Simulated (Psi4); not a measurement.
C4H7, doublet (typed; the unrestricted solution is spin-contaminated), at a GFN2-xTB geometry. Base run: Psi4 with HF/def2-SV(P).

The Psi4 input:
```
memory 2 GB

molecule {
0 2
  C    -0.01583438    0.01152779    1.49894858
  C    -0.00222843    0.02374520    0.20492787
  H    -0.02223869   -0.69129602    2.29786866
  C     0.00269449    1.29161997   -0.60733811
  H    -0.00662782    2.16401956    0.03942821
  H     0.89090871    1.32760594   -1.23693731
  H    -0.87224194    1.32254452   -1.25552371
  C     0.01033407   -1.24161286   -0.64220029
  H     0.00629703   -2.13018294   -0.01726348
  H    -0.86735589   -1.25472468   -1.28612343
  H     0.90146410   -1.24964698   -1.26747727
}

set basis def2-sv(p)
set reference uhf

energy('scf')
print_variables()
```

Variants of this job, named by their change:

| change | ΔE vs base (mEh) | SCF cycles | basis functions | outcome |
|---|---|---|---|---|
| base | 0.000 | 13 | 70 | converged |
| diis_max_vecs = 3 | 0.000 | 19 | 70 | converged |
| guess = sapgau | 0.000 | 14 | 70 | converged |
| scf_type = disk_df | 0.000 | 13 | 70 | converged |
| scf_type = direct | -0.050 | 15 | 70 | converged |
| e_convergence = 1e-8 | 0.000 | 14 | 70 | converged |
| scf_type = pk | -0.050 | 13 | 70 | converged |
| level_shift = 1.0 | 0.000 | 13 | 70 | converged |
| scf_type = out_of_core | -0.050 | 13 | 70 | converged |
| scf_initial_accelerator = none | 0.000 | 13 | 70 | converged |
| damping_percentage = 50 | - | - | 70 | not converged |
| guess = gwh | 0.000 | 15 | 70 | converged |
| d_convergence = 1e-10 | 0.000 | 22 | 70 | converged |

Open shells are given as the SCF converged; they aren't shown to be the lowest states, and a large step between rows can be another state.
